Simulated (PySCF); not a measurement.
PySCF job for C2H2O, SMILES C1OC=1, TDDFT-PBE/def2-SVPD. The structure is a stationary point at PBE0-D3(BJ)/def2-TZVP.

```python
import numpy as np
from pyscf import gto, scf, dft, tdscf

mol = gto.M(
    atom='''
    C     0.00000000   -0.62986736   -0.45712527
    C     0.00000000    0.62986742   -0.45712520
    O     0.00000000   -0.00000005    0.88268791
    H     0.00000000   -1.64888490   -0.78800033
    H     0.00000000    1.64888498   -0.78800013
    ''',
    basis='def2-SVPD',
    charge=0,
    spin=0,
    symmetry=True,
    max_memory=1600,
    verbose=4,
)
mf = dft.RKS(mol, xc='pbe').density_fit(auxbasis='def2-universal-jkfit')
mf.grids.level = 3
mf.conv_tol = 1e-9
mf.max_cycle = 100
mf.kernel()
mf.grids = dft.Grids(mol).set(level=1).build(with_non0tab=True)  # coarser grid for the response kernel
td = tdscf.TDDFT(mf)
td.singlet = True
td.nstates = 10
td.conv_tol = 1e-4
td.positive_eig_threshold = 1e-6
td.kernel(x0=td.get_init_guess(mf, 15))
td.analyze()
tt = tdscf.TDA(mf)
tt.singlet = False
tt.nstates = 4
tt.conv_tol = 1e-4
tt.positive_eig_threshold = 1e-6
tt.kernel(x0=tt.get_init_guess(mf, 9))
tt.analyze(verbose=3)
```

Log of the run:

```
PySCF version 2.14.0

[INPUT] verbose = 4
[INPUT] num. atoms = 5
[INPUT] num. electrons = 22
[INPUT] charge = 0
[INPUT] spin (= nelec alpha-beta = 2S) = 0
[INPUT] symmetry True subgroup None
[INPUT] Mole.unit = angstrom
[INPUT] Symbol           X                Y                Z      unit          X                Y                Z       unit  Magmom
[INPUT]  1 C      0.000000000000  -0.629867360000  -0.457125270000 AA    0.000000000000  -1.190276805203  -0.863841564918 Bohr   0.0
[INPUT]  2 C      0.000000000000   0.629867420000  -0.457125200000 AA    0.000000000000   1.190276918586  -0.863841432637 Bohr   0.0
[INPUT]  3 O      0.000000000000  -0.000000050000   0.882687910000 AA    0.000000000000  -0.000000094486   1.668038403365 Bohr   0.0
[INPUT]  4 H      0.000000000000  -1.648884900000  -0.788000330000 AA    0.000000000000  -3.115940871931  -1.489104809767 Bohr   0.0
[INPUT]  5 H      0.000000000000   1.648884980000  -0.788000130000 AA    0.000000000000   3.115941023109  -1.489104431822 Bohr   0.0

nuclear repulsion = 61.8885266633048
point group symmetry = C2v
symmetry origin: [0.00000000e+00 3.43586565e-09 1.00929366e-17]
symmetry axis x: [-1. -0. -0.]
symmetry axis y: [0.00000000e+00 1.00000000e+00 6.31867747e-08]
symmetry axis z: [ 0.00000000e+00 -6.31867747e-08  1.00000000e+00]
num. orbitals of irrep A1 = 31
num. orbitals of irrep A2 = 10
num. orbitals of irrep B1 = 13
num. orbitals of irrep B2 = 25
number of shells = 33
number of NR pGTOs = 113
number of NR cGTOs = 79
basis = def2-SVPD
ecp = {}


[settings echo left out]
init E= -152.559055573669
HOMO (B1) = -0.253767234491591  LUMO (A2) = -0.0836179843350714  gap/eV = 4.63000
cycle= 1 E= -152.115280876766  delta_E= 0.444  |g|= 0.611  |ddm|= 4.85
HOMO (A2) = -0.0535677916308808  LUMO (B1) = -0.0139764766190102  gap/eV = 1.07733
cycle= 2 E= -150.071048843195  delta_E= 2.04  |g|=  2.6  |ddm|= 2.84
HOMO (B1) = -0.149479851158755  LUMO (A2) = -0.02704223251798  gap/eV = 3.33170
cycle= 3 E= -152.182372420154  delta_E= -2.11  |g|= 0.232  |ddm|= 2.44
HOMO (B1) = -0.185911774812277  LUMO (A2) = -0.0732787139897049  gap/eV = 3.06490
cycle= 4 E= -152.192617707033  delta_E= -0.0102  |g|= 0.119  |ddm|= 0.393
HOMO (B1) = -0.162627104620769  LUMO (A2) = -0.0567645027459072  gap/eV = 2.88067
cycle= 5 E= -152.196337284967  delta_E= -0.00372  |g|= 0.0243  |ddm|= 0.166
HOMO (B1) = -0.163273539628391  LUMO (A2) = -0.057917607113985  gap/eV = 2.86688
cycle= 6 E= -152.196457454318  delta_E= -0.00012  |g|= 0.00168  |ddm|= 0.0282
HOMO (B1) = -0.163300575914133  LUMO (A2) = -0.0578210519637779  gap/eV = 2.87024
cycle= 7 E= -152.196458202559  delta_E= -7.48e-07  |g|= 0.000229  |ddm|= 0.00412
HOMO (B1) = -0.163330635709244  LUMO (A2) = -0.0578455921213834  gap/eV = 2.87039
cycle= 8 E= -152.19645821774  delta_E= -1.52e-08  |g|= 3.46e-05  |ddm|= 0.00122
HOMO (B1) = -0.163326570185038  LUMO (A2) = -0.0578431724982218  gap/eV = 2.87035
cycle= 9 E= -152.196458218049  delta_E= -3.09e-10  |g|= 3.68e-06  |ddm|= 5.32e-05
HOMO (B1) = -0.163325754376602  LUMO (A2) = -0.0578433687753964  gap/eV = 2.87032
Extra cycle  E= -152.19645821804  delta_E= 8.81e-12  |g|= 7.98e-06  |ddm|= 1.09e-05
converged SCF energy = -152.19645821804
tot grids = 20488
Overwritten attributes  positive_eig_threshold  of <class 'pyscf.tdscf.rks.CasidaTDDFT'>


******** <class 'pyscf.tdscf.rks.CasidaTDDFT'> for <class 'pyscf.df.df_jk.DFSymAdaptedRKS'> ********
nstates = 10 singlet
deg_eia_thresh = 1.000e-03
wfnsym = None
conv_tol = 0.0001
eigh lindep = 1e-12
eigh level_shift = 0
eigh max_cycle = 100


Excitation energies (eV)
[3.44107669 4.82399822 5.11712146 5.13103322 6.09447672 6.612508
 7.14855255 7.69208311 7.75700916 7.98987162]

** Singlet excitation energies and oscillator strengths **
Excited State   1:   B2      3.44108 eV    360.31 nm  f=0.0184
       8 -> 12        0.10135
      11 -> 12        0.70160
Excited State   2:   B1      4.82400 eV    257.02 nm  f=0.0093
      11 -> 13        0.66755
      11 -> 14        0.23088
Excited State   3:   B1      5.11712 eV    242.29 nm  f=0.0013
      11 -> 13       -0.22970
      11 -> 14        0.66810
Excited State   4:   A2      5.13103 eV    241.64 nm  f=0.0000
      11 -> 15       -0.70619
Excited State   5:   A2      6.09448 eV    203.44 nm  f=0.0000
      11 -> 16        0.70616
Excited State   6:   B1      6.61251 eV    187.50 nm  f=0.0084
      11 -> 17       -0.70580
Excited State   7:   A1      7.14855 eV    173.44 nm  f=0.0518
      11 -> 18       -0.70602
Excited State   8:   A2      7.69208 eV    161.18 nm  f=0.0000
      10 -> 12       -0.70503
Excited State   9:   B1      7.75701 eV    159.84 nm  f=0.0018
       9 -> 12       -0.70394
Excited State  10:   A2      7.98987 eV    155.18 nm  f=0.0000
      11 -> 20        0.70520

** Transition electric dipole moments (AU) **
state          X           Y           Z        Dip. S.      Osc.
  1        -0.0000      0.4677      0.0000      0.2187      0.0184
  2        -0.2798     -0.0000      0.0000      0.0783      0.0093
  3        -0.1004      0.0000      0.0000      0.0101      0.0013
  4         0.0000     -0.0000      0.0000      0.0000      0.0000
  5         0.0000      0.0000      0.0000      0.0000      0.0000
  6         0.2273      0.0000     -0.0000      0.0517      0.0084
  7        -0.0000      0.0000     -0.5436      0.2955      0.0518
  8         0.0000     -0.0000      0.0000      0.0000      0.0000
  9        -0.0974      0.0000      0.0000      0.0095      0.0018
 10         0.0000     -0.0000      0.0000      0.0000      0.0000

** Transition velocity dipole moments (imaginary part, AU) **
state          X           Y           Z        Dip. S.      Osc.
  1         0.0000      0.0620     -0.0000      0.0038      0.0202
  2        -0.0707      0.0000      0.0000      0.0050      0.0188
  3        -0.0417      0.0000      0.0000      0.0017      0.0062
  4         0.0000     -0.0000      0.0000      0.0000      0.0000
  5        -0.0000      0.0000      0.0000      0.0000      0.0000
  6         0.0753      0.0000     -0.0000      0.0057      0.0155
  7        -0.0000      0.0000     -0.1503      0.0226      0.0573
  8        -0.0000     -0.0000      0.0000      0.0000      0.0000
  9        -0.0306      0.0000      0.0000      0.0009      0.0022
 10        -0.0000     -0.0000      0.0000      0.0000      0.0000

** Transition magnetic dipole moments (imaginary part, AU) **
state          X           Y           Z
  1        -0.7828     -0.0000     -0.0000
  2        -0.0000      0.2049      0.0000
  3        -0.0000     -0.6281      0.0000
  4        -0.0000      0.0000     -0.2079
  5         0.0000      0.0000      0.3680
  6        -0.0000      0.4924      0.0000
  7         0.0000     -0.0000      0.0000
  8         0.0000      0.0000     -0.8015
  9        -0.0000     -1.0141     -0.0000
 10        -0.0000     -0.0000     -0.1457
Overwritten attributes  positive_eig_threshold  of <class 'pyscf.tdscf.rks.TDA'>


******** <class 'pyscf.tdscf.rks.TDA'> for <class 'pyscf.df.df_jk.DFSymAdaptedRKS'> ********
nstates = 4 triplet
deg_eia_thresh = 1.000e-03
wfnsym = None
conv_tol = 0.0001
eigh lindep = 1e-12
eigh level_shift = 0
eigh max_cycle = 100


Excitation energies (eV)
[2.26662928 4.26415047 4.96403264 4.96445258]

** Triplet excitation energies and oscillator strengths **
Excited State   1:   B2      2.26663 eV    547.00 nm  f=0.0000
Excited State   2:   B1      4.26415 eV    290.76 nm  f=0.0000
Excited State   3:   B1      4.96403 eV    249.77 nm  f=0.0000
Excited State   4:   A2      4.96445 eV    249.74 nm  f=0.0000
```

The calculation finished and met its thresholds.
